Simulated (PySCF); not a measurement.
C₃H₅FOSi, SMILES C#C[Si@H](O)CF.

Coordinates come from a PBE-D3(BJ)/def2-SVP optimisation. The structure was generated by enumeration; whether it is a known compound was not checked. One conformer was computed; it need not be the lowest.

Method: TDDFT-PBE/def2-SVPD (PySCF).

Vertical excitations. Isolated molecule, no solvent.

Q: List the lowest excited states. (Estimate from the structure and the level; the computed values follow.)

A: 
```tsv
state	energy (eV)	λ (nm)	f	main pairs
S1	5.26	236	0.003	HOMO→LUMO 97 %
S2	5.74	216	0.008	HOMO−1→LUMO 65 %, HOMO→LUMO+1 23 %
S3	5.92	210	0.015	HOMO−2→LUMO 67 %, HOMO→LUMO+1 28 %
S4	6.10	203	0.019	HOMO−1→LUMO+1 62 %, HOMO−2→LUMO 17 %, HOMO→LUMO+1 12 %
S5	6.16	201	0.003	HOMO−3→LUMO 98 %
S6	6.34	196	0.075	HOMO−2→LUMO+1 50 %, HOMO−1→LUMO+1 22 %, HOMO→LUMO+1 14 %, HOMO−1→LUMO 8 %
S7	6.48	191	0.000	HOMO−4→LUMO 99 %
S8	6.68	185	0.011	HOMO−3→LUMO+1 87 %
S9	6.78	183	0.015	HOMO→LUMO+2 94 %
S10	6.96	178	0.070	HOMO−1→LUMO+2 49 %, HOMO−2→LUMO+1 18 %, HOMO−4→LUMO+1 13 %
T1	4.67	265	0	HOMO−1→LUMO 50 %, HOMO→LUMO+1 16 %, HOMO→LUMO 15 %
T2	4.92	252	0	HOMO→LUMO 70 %, HOMO−1→LUMO 15 %, HOMO−1→LUMO+1 12 %
T3	5.11	243	0	HOMO→LUMO+1 56 %, HOMO−1→LUMO 25 %, HOMO−2→LUMO+1 10 %
T4	5.49	226	0	HOMO−2→LUMO 55 %, HOMO−1→LUMO+1 27 %, HOMO→LUMO 12 %
```
Triplets are in the Tamm–Dancoff approximation, which puts them higher than full response would, so one can lie above its singlet here.
